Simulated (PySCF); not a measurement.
Run record: geometry optimisation, `CC[AsH2+][AlH3-]`.

Computed with PBE0-D3(BJ)/def2-SVP geometry optimisation, gas phase (PySCF 2.14.0). Start geometry: GFN2-xTB. The input is one job of a driver script: a line of settings, then coordinates in Å.

Command:
```bash
OMP_NUM_THREADS=1 python probes_run.py task.json out
```

Input:
```
{"job": {"xc": "PBE0", "basis": "def2-SVP", "d3": "d3bj", "grid": 1, "shake": 0.01, "kind": "geom"}, "charge": 0, "multiplicity": 1}
C     -2.016960    -0.212720     0.017750
C     -0.700250     0.458070    -0.300580
As     0.776060    -0.158970     0.814430
Al     2.409190     0.140660    -1.222380
H     -1.983910    -1.273870    -0.137460
H     -2.821520     0.207290    -0.641540
H     -2.317290     0.004610     1.047750
H     -0.748300     1.556460    -0.195330
H     -0.405250     0.271200    -1.320400
H      0.357060    -1.587160     0.916360
H      0.140070     0.135290     2.159350
H      3.811660    -0.010960    -0.604090
H      1.814440     1.570910    -1.633510
H      1.677860    -1.115880    -1.883170
```

Output:
```
step   0  E = -2559.59923091  max force = 0.029852
step   1  E = -2559.60503179  max force = 0.014475
step   2  E = -2559.60826167  max force = 0.014205
step   3  E = -2559.61109449  max force = 0.005956
step   4  E = -2559.61204899  max force = 0.003223
step   5  E = -2559.61292059  max force = 0.003464
step   6  E = -2559.61315291  max force = 0.002897
step   7  E = -2559.61339868  max force = 0.002288
step   8  E = -2559.61350246  max force = 0.001372
step   9  E = -2559.61356638  max force = 0.000787
step  10  E = -2559.61361074  max force = 0.001126
step  11  E = -2559.61366340  max force = 0.001012
step  12  E = -2559.61370699  max force = 0.000697
step  13  E = -2559.61372596  max force = 0.000527
step  14  E = -2559.61372881  max force = 0.000310
optimisation converged
```

Energies in Eh; «max force» is the largest Cartesian gradient component in Eh/bohr.

Problem. How much energy does the optimisation release, in eV?

Solution. E(step 0) − E(last step) = 0.014498 Eh, which is 0.395 eV.

Problem. Give the first gradient maximum in eV/Å.

Solution. With 1 Eh/bohr = 51.422 eV/Å, 1.535 eV/Å.

Summary of the converged run: final energy -2559.61373 Eh after 14 steps; dipole 5.16 D.

Problem. Give the final coordinates.

Solution. 0.624 Å rms from the input after alignment:
```
atom  x, y, z in Å
C1    -2.2665   -0.1362    0.3276
C2    -1.0443    0.2091   -0.5031
As3    0.6707   -0.2877    0.2872
Al4    2.7652    0.2815   -1.1233
H5    -2.3417   -1.2193    0.5089
H6    -3.1864    0.1782   -0.1900
H7    -2.2490    0.3672    1.3063
H8    -0.9698    1.2904   -0.6989
H9    -1.0638   -0.2838   -1.4881
H10    0.3963   -1.7263    0.6687
H11    0.5236    0.3080    1.6704
H12    3.9261   -0.2162   -0.1403
H13    2.4602    1.8542   -1.2264
H14    2.3724   -0.6342   -2.3818
```

Time: 83 s; peak memory 0.54 GiB. Hardware: Arm Neoverse V2, one thread (shared host).
Labels such as C1 count atoms from 1, the log's own numbers from 0.
